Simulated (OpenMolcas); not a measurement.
Levels of neutral nitrogen by method

```json
{"Program": "OpenMolcas", "Basis": "ANO-R3 [4s4p2d1f]", "Scalar Hamiltonian": "X2C, finite nucleus", "Active space": "5 electrons in 4 orbitals (2s 2p)", "State averaging": "2S+1 = 4 odd, 1 root; 2S+1 = 2 odd, 8 roots; 2S+1 = 4 even, 3 roots", "Spin-orbit coupling": "RASSI with atomic mean-field integrals over the reference wave functions, term energies averaged over their components"}
```

Methods on the same reference wave functions:
A. CASSCF
B. SS-CASPT2, IPEA 0.25 Eh, imaginary shift 0.1 Eh (closed shells correlated: 1s)

Energies in cm-1 above 2s2 2p3 4S* 3/2, the measured ground level; measured values from NIST Handbook of Basic Atomic Spectroscopic Data.

```json
{"Level": "2s2 2p3 4S* 3/2", "A": "0.0", "B": "0.0", "Measured": "0.0"}
{"Level": "2s2 2p3 2D* 3/2", "A": "22996", "B": "19710", "Measured": "19233"}
{"Level": "2s2 2p3 2D* 5/2", "A": "22997", "B": "19710", "Measured": "19224"}
{"Level": "2s2 2p3 2P* 3/2", "A": "30287", "B": "29090", "Measured": "28839"}
{"Level": "2s2 2p3 2P* 1/2", "A": "30289", "B": "29090", "Measured": "28839"}
{"Level": "2s 2p4 4P 5/2", "A": "90685", "B": "88470", "Measured": "88107"}
{"Level": "2s 2p4 4P 3/2", "A": "90745", "B": "88540", "Measured": "88151"}
{"Level": "2s 2p4 4P 1/2", "A": "90782", "B": "88570", "Measured": "88171"}
```

Deviations, from unrounded energies. A percentage is the sum of absolute deviations over the sum of measured energies, with the sign that they share, or ± where signs differ.

| Against measurement | Levels | A | B |
| --- | --- | --- | --- |
| mean absolute deviation (cm-1) | 7 | 2600 | 370 |
| other terms of the ground configuration (%) | 4 | +10.9 | +1.5 |
| other configurations (%) | 3 | +2.9 | +0.4 |

B lies closest to measurement on these levels. The largest miss of B in the table is 2s2 2p3 2D* 5/2, by +490 cm-1. The ranking rests on the paired levels alone, and a cruder setting can come out closer through cancelling errors.

From A to B the spin-free energies of the other terms of 2s2 2p3 shown, above 4S*, scale by factors of 0.86 to 0.96.

The lowest spin-free term lies below A's lowest term by 0.117 hartree in B.

CASPT2 does not keep the components of a term degenerate, so their means are used; among the terms shown or strongly mixed into the levels shown the widest spread is 190 cm-1 (2s2 2p3 2D*, B). Without dynamic correlation excited terms often stand tens of per cent too high (terms of higher spin than the ground term too low), and those without a measured partner can miss by more than the paired ones (holds for A). Computed and measured levels are paired by configuration, term and J; levels that our copy of the source lacks, or whose pairing is in doubt (as where it misses far off the trend of its configuration), stay unpaired and out of the deviations. Levels of configurations outside the active space are missing.

* marks odd parity.
